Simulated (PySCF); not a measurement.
Molfile (atoms numbered from 1):
```
C8H10Si
     RDKit          3D

 19 19  0  0  0  0  0  0  0  0999 V2000
    4.1943    0.6970    0.9384 C   0  0  0  0  0  0  0  0  0  0  0  0
    3.1021    0.4429    0.4728 C   0  0  0  0  0  0  0  0  0  0  0  0
    1.8295    0.1187   -0.0853 C   0  0  0  0  0  0  0  0  0  0  0  0
    0.7136    0.8855    0.0434 C   0  0  0  0  0  0  0  0  0  0  0  0
   -0.6789    0.0079   -0.8553 Si  0  0  2  0  0  4  0  0  0  0  0  0
   -2.1176   -0.4920    0.2554 C   0  0  0  0  0  0  0  0  0  0  0  0
   -2.8947    0.6882    0.8325 C   0  0  0  0  0  0  0  0  0  0  0  0
    0.4481   -1.4000   -1.3698 C   0  0  0  0  0  0  0  0  0  0  0  0
    1.6716   -1.1419   -0.8690 C   0  0  0  0  0  0  0  0  0  0  0  0
    5.1579    0.9284    1.3532 H   0  0  0  0  0  0  0  0  0  0  0  0
    0.7348    1.8250    0.5982 H   0  0  0  0  0  0  0  0  0  0  0  0
   -1.1945    0.8018   -2.0168 H   0  0  0  0  0  0  0  0  0  0  0  0
   -1.7055   -1.1235    1.0606 H   0  0  0  0  0  0  0  0  0  0  0  0
   -2.7836   -1.1452   -0.3352 H   0  0  0  0  0  0  0  0  0  0  0  0
   -3.7285    0.3529    1.4692 H   0  0  0  0  0  0  0  0  0  0  0  0
   -3.3233    1.3205    0.0386 H   0  0  0  0  0  0  0  0  0  0  0  0
   -2.2506    1.3328    1.4513 H   0  0  0  0  0  0  0  0  0  0  0  0
    0.2452   -2.2989   -1.9559 H   0  0  0  0  0  0  0  0  0  0  0  0
    2.5436   -1.7913   -1.0002 H   0  0  0  0  0  0  0  0  0  0  0  0
  1  2  3  0
  2  3  1  0
  3  4  2  0
  4  5  1  0
  5  6  1  0
  6  7  1  0
  5  8  1  0
  8  9  2  0
  9  3  1  0
  1 10  1  0
  4 11  1  0
  5 12  1  6
  6 13  1  0
  6 14  1  0
  7 15  1  0
  7 16  1  0
  7 17  1  0
  8 18  1  0
  9 19  1  0
M  END
```

Geometry: PBE0-D3(BJ)/def2-SVP; GIAO absolute shieldings from PySCF 2.14, gas phase, non-relativistic, averaged over equivalent atoms.

At PBE0/pcSseg-1 (210 basis functions, 79 s wall time on 1 thread of an Arm Neoverse N1, shared host):
```tsv
atoms	σ (ppm)
C9	25.2
C3	36.2
C4	38.6
C8	48.3
C1	95.1
C2	98.5
C7	173.0
C6	178.1
Si5	356.7
H19	24.25
H11	24.41
H18	24.97
H12	26.60
H10	27.98
H15/H16/H17	30.07
H14	30.40
H13	30.71
```

Question: Predict the values at wB97X-D/pcSseg-1 on the same geometry.

Answer: 
| atoms | σ at wB97X-D/pcSseg-1 | change |
| --- | --- | --- |
| C9 | 24.3 | -0.9 |
| C3 | 34.9 | -1.3 |
| C4 | 38.3 | -0.3 |
| C8 | 48.1 | -0.2 |
| C1 | 95.6 | +0.5 |
| C2 | 100.2 | +1.7 |
| C7 | 173.4 | +0.4 |
| C6 | 179.3 | +1.2 |
| Si5 | 357.4 | +0.7 |
| H19 | 24.41 | +0.16 |
| H11 | 24.57 | +0.16 |
| H18 | 25.11 | +0.14 |
| H12 | 26.77 | +0.17 |
| H10 | 28.14 | +0.16 |
| H15/H16/H17 | 30.20 | +0.13 |
| H14 | 30.60 | +0.20 |
| H13 | 30.90 | +0.19 |

The largest change is at C2 (alkyne carbon). Cost: 210 basis functions, 87 s wall time on 1 thread of an Arm Neoverse N1, shared host. The order of the carbon signals is the same at both levels.
